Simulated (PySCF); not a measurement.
`C1(F)=CC=CC12CCC2`, C$_{8}$H$_{9}$F

Molfile (atoms numbered from 1):
```
C8H9F
     RDKit          3D

 18 19  0  0  0  0  0  0  0  0999 V2000
    1.0253   -1.7777   -0.4582 F   0  0  0  0  0  0  0  0  0  0  0  0
    1.1587   -0.5372   -0.0105 C   0  0  0  0  0  0  0  0  0  0  0  0
    2.2884    0.1823    0.0998 C   0  0  0  0  0  0  0  0  0  0  0  0
    1.8997    1.4901    0.6446 C   0  0  0  0  0  0  0  0  0  0  0  0
    0.5668    1.5325    0.8482 C   0  0  0  0  0  0  0  0  0  0  0  0
   -0.0395    0.2215    0.4435 C   0  0  0  0  0  0  0  0  0  0  0  0
   -0.9926   -0.4340    1.4879 C   0  0  0  0  0  0  0  0  0  0  0  0
   -2.1918    0.1466    0.7217 C   0  0  0  0  0  0  0  0  0  0  0  0
   -1.2753    0.3088   -0.5015 C   0  0  0  0  0  0  0  0  0  0  0  0
    3.2956   -0.1386   -0.1628 H   0  0  0  0  0  0  0  0  0  0  0  0
    2.6051    2.2977    0.8477 H   0  0  0  0  0  0  0  0  0  0  0  0
   -0.0103    2.3695    1.2428 H   0  0  0  0  0  0  0  0  0  0  0  0
   -0.8422   -0.1492    2.5388 H   0  0  0  0  0  0  0  0  0  0  0  0
   -0.9466   -1.5298    1.4006 H   0  0  0  0  0  0  0  0  0  0  0  0
   -3.0844   -0.4861    0.6124 H   0  0  0  0  0  0  0  0  0  0  0  0
   -2.5043    1.1198    1.1293 H   0  0  0  0  0  0  0  0  0  0  0  0
   -1.3096   -0.5758   -1.1549 H   0  0  0  0  0  0  0  0  0  0  0  0
   -1.3619    1.2153   -1.1169 H   0  0  0  0  0  0  0  0  0  0  0  0
  1  2  1  0
  2  3  2  0
  3  4  1  0
  4  5  2  0
  5  6  1  0
  6  7  1  0
  7  8  1  0
  8  9  1  0
  6  2  1  0
  9  6  1  0
  3 10  1  0
  4 11  1  0
  5 12  1  0
  7 13  1  0
  7 14  1  0
  8 15  1  0
  8 16  1  0
  9 17  1  0
  9 18  1  0
M  END
```

Theory: PySCF, TDDFT CAM-B3LYP/aug-cc-pVDZ excited states, vertical, gas phase. Geometry: PBE0-D3(BJ)/def2-SVP.

Problem. How strongly do the lowest singlets absorb one photon, and two photons of half the energy?

Solution. δ for parallel linear polarisation; σ at the peak of a Lorentzian of half width 0.1 eV, single beam; Ω is circular over linear.
| state | E (eV) | f | photon λ (nm) | δ (au) | σ (GM) | Ω | main |
| --- | --- | --- | --- | --- | --- | --- | --- |
| S1 | 4.62 | 0.042 | 537 | 12.4 | 0.10 | 0.45 | HOMO→LUMO 0.94 |
| S2 | 5.52 | 0.002 | 449 | 78.3 | 0.87 | 1.50 | HOMO→LUMO+1 0.62, HOMO→LUMO+2 0.26 |
| S3 | 5.85 | 0.013 | 424 | 22.4 | 0.28 | 1.50 | HOMO→LUMO+3 0.76 |
| S4 | 6.05 | 0.001 | 410 | 11.8 | 0.16 | 1.50 | HOMO→LUMO+2 0.54, HOMO→LUMO+1 0.21 |
| S5 | 6.28 | 0.004 | 395 | 76 | 1.10 | 0.24 | HOMO→LUMO+4 0.83, HOMO→LUMO+10 0.09 |
| S6 | 6.48 | 0.002 | 383 | 28.3 | 0.43 | 1.50 | HOMO→LUMO+5 0.54, HOMO→LUMO+11 0.13 |

Among these, the strongest one-photon state is S1, the strongest two-photon state S5, with a dipole change of 3.0 D (relaxed, norm of the difference vector).
